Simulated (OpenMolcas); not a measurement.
Se IV: the spin-orbit constant, worked from levels

```json
{"Program": "OpenMolcas", "Basis": "ANO-RCC-VQZP [7s6p4d2f1g]", "Scalar Hamiltonian": "DKH2, point nucleus", "Active space": "1 electron in 9 orbitals (RAS2 4p; RAS3 4d 5s, at most 1 electron)", "State averaging": "2S+1 = 2 odd, 3 roots; 2S+1 = 2 even, 6 roots", "Spin-orbit coupling": "RASSI with atomic mean-field integrals over the reference wave functions, term energies averaged over their components"}
```

Methods: RASSCF; SS-RASPT2, IPEA 0.25 Eh, imaginary shift 0.1 Eh (closed shells correlated: 3d 4s). Measured levels: Moore, Atomic Energy Levels, vol. II, NSRDS-NBS 35 (1971 reprint of NBS Circular 467, 1952).

**The spin-orbit constant.** For the Hund term 2P* of p1, E(J) = (A/2) J(J+1) + constant and ζ = 2S·A = A. From J = 1/2 to J = 3/2 the energy changes by 1.5 A.

```json
{"Source": "RASSCF", "E(3/2) - E(1/2)": "3910.3", "A": "2606.9", "ζ": "2607"}
{"Source": "SS-RASPT2", "E(3/2) - E(1/2)": "3910.3", "A": "2606.9", "ζ": "2607"}
{"Source": "measured", "E(3/2) - E(1/2)": "4376.0", "A": "2917.3", "ζ": "2917"}
```

All in cm-1. SS-RASPT2 is off by -10.6 % and RASSCF by -10.6 %. Both methods take the spin-orbit matrix elements from the reference wave functions, so the second can move ζ only through the term energies and any multistate remixing.

With one active electron the reference holds no correlation, so core polarisation is missing (holds for RASSCF). With one active electron, CASPT2 adds the correlation within the correlated inactive shells and between them and that electron, and leaves the splitting within a term as the reference gives it (holds for SS-RASPT2). Computed and measured levels are paired by configuration, term and J; levels that our copy of the source lacks, or whose pairing is in doubt (as where it misses far off the trend of its configuration), stay unpaired and out of the deviations. Levels of configurations outside the active space are missing.

* marks odd parity.
